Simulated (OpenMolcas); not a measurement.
**What dynamic correlation does to the levels of As II**

* Program: OpenMolcas
* Basis: ANO-R2 [6s5p4d3f1g]
* Scalar Hamiltonian: X2C, finite nucleus
* Active space: 4 electrons in 8 orbitals (4s 4p 5s 5p)
* State averaging: 2S+1 = 3 even, 6 roots kept (CI in the orbitals of an earlier block); 2S+1 = 1 even, 9 roots; 2S+1 = 5 odd, 1 root; 2S+1 = 3 odd, 9 roots; 2S+1 = 1 odd, 8 roots
* Spin-orbit coupling: state interaction with AMFI integrals over the reference wave functions, term energies averaged over their components

Methods on the same reference wave functions:
A. CASSCF
B. SS-CASPT2, IPEA 0.25 Eh, imaginary shift 0.1 Eh (closed shells correlated: 3d)
C. MS-CASPT2, IPEA 0.25 Eh, imaginary shift 0.1 Eh (closed shells correlated: 3d)

Energies in eV above 4s² 4p² ³P₀, the measured ground level; measured values from NIST Handbook of Basic Atomic Spectroscopic Data.

```csv
Level,A,B,C,Measured
4s² 4p² ³P₀,0.0000,0.0000,0.0000,0.0000
4s² 4p² ³P₁,0.1109,0.1091,0.1091,0.1319
4s² 4p² ³P₂,0.2714,0.267,0.267,0.3151
4s² 4p² ¹D₂,1.4606,1.242,1.243,1.2517
4s² 4p² ¹S₀,2.5953,2.800,2.800,2.8019
4s 4p³ ⁵S°₂,5.3679,6.450,6.450,6.7965
4s 4p³ ³D°₁,9.7961,9.057,9.058,9.1438
4s 4p³ ³D°₂,9.8081,9.072,9.072,9.1578
4s 4p³ ³D°₃,9.8519,9.111,9.111,9.2051
4s 4p³ ³P°₀,11.0462,10.768,10.768,
4s 4p³ ³P°₁,11.0673,10.786,10.786,
4s 4p³ ³P°₂,11.1033,10.818,10.818,
```

Deviations, from unrounded energies. A percentage is the sum of absolute deviations over the sum of measured energies, with the sign that they share, or ± where signs differ.

```csv
Against measurement,Levels,A,B,C
mean absolute deviation (cm-1),8,3900,700,700
fine structure of the ground term (%),2,-14.5,-15.9,-15.9
other terms of the ground configuration (%),2,±10.2,-0.3,-0.3
other configurations (%),4,±9.8,-1.8,-1.8
```

B, C lie about equally close to measurement and A furthest from it. The largest miss of C in the table is 4s 4p³ ⁵S°₂, by -2800 cm-1. The ranking rests on the paired levels alone, and a cruder setting can come out closer through cancelling errors.

Between B and C no level of the table moves by more than 5 cm-1.

The two smallest mean deviations differ by little beside CASPT2's spread within terms, so their order carries little weight.

From A to B the spin-free energies of the other terms of 4s² 4p² shown, above ³P, scale by factors of 0.82 to 1.09.

The lowest spin-free term lies below A's lowest term by 0.515 hartree in B, 0.515 hartree in C.

CASPT2 does not keep the components of a term degenerate, so their means are used; among the terms shown or strongly mixed into the levels shown the widest spread is 230 cm-1 (4s 4p³ ³D°, C). Over all roots computed the reference weight is 0.84 to 0.96 in B, 0.84 to 0.96 in C; the roots of lowest weight are the least certain, and an intruder state may touch them. Terms from blocks run as CI alone lack orbitals of their own. The run also gave levels led by 4s 4p² 5s, 4s² 4p 5p, which use shells meant for correlation; these and all levels above them are left out. Terms of s pⁿ other than that of highest spin mix with s² pⁿ⁻² d, which this space lacks; all of them can be thousands of cm-1 off, and some have no real level of that name. Without dynamic correlation excited terms often stand tens of per cent too high (terms of higher spin than the ground term too low), and those without a measured partner can miss by more than the paired ones (holds for A). Computed and measured levels are paired by configuration, term and J; levels that our copy of the source lacks, or whose pairing is in doubt (as where it misses far off the trend of its configuration), stay unpaired and out of the deviations. Only configurations of the active space appear. Levels that lie high or do not pair safely by name in every column are left out.

° marks odd parity.
